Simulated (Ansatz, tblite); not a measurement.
Isomers of Si₄Ge⁻ (doublet), found by a short tight-binding search and relaxed with B3LYP-D4/def2-SVPD in Ansatz.

The xTB rows come from tblite. B3LYP takes the VWN-RPA correlation.

Run but left out: HF/def2-SVPD, MP2/def2-SVPD (A: ⟨S²⟩ 1.14, where a pure state has 0.75); CCSD/def2-SVPD, CCSD(T)/def2-SVPD (C: ⟨S²⟩ 1.54, where a pure state has 0.75).

C: At PBE0-D4/def2-TZVPD, r2SCAN0-D4/def2-TZVPD the charge -1 doublet is spin-contaminated (final ⟨S²⟩ up to 1.00, 0.75 for a pure state).

Other spin states were run for one of them alone.

A:

```xyz
5

Si    2.231    0.433    0.631
Si    0.109   -0.303    0.988
Si   -1.226    0.764   -0.904
Si    1.021    0.004   -1.351
Ge   -2.135   -0.898    0.636
```

B:

```tsv
atom	x (Å)	y (Å)	z (Å)
Si1	-1.310	0.580	-0.758
Si2	1.466	0.173	-0.669
Si3	-0.148	-0.690	1.459
Si4	0.200	1.530	0.772
Ge5	-0.208	-1.593	-0.804
```

C:

```xyz
5

Si    2.003   -0.759    2.583
Si    0.698   -0.269    0.900
Si   -0.134    1.361   -0.563
Si   -1.644    0.726   -2.151
Ge   -0.923   -1.060   -0.769
```

Problem. Estimate which lies lowest at each level, and how far above it the others are (kcal/mol).

Solution. 
```csv
level,A,B,C
GFN2-xTB,3.7,7.6,0.0
PBE-D4/def2-TZVPD,22.4,0.0,37.7
r2SCAN-D4/def2-TZVPD,22.5,0.0,36.4
B3LYP-D4/def2-TZVPD,19.2,0.0,31.8
PBE0-D4/def2-TZVPD,24.1,0.0,39.5
r2SCAN0-D4/def2-TZVPD,24.1,0.0,38.4
```
Point groups (tolerance 0.1 Å): A not assigned, B C3v, C Cs. Lower isomers may exist.
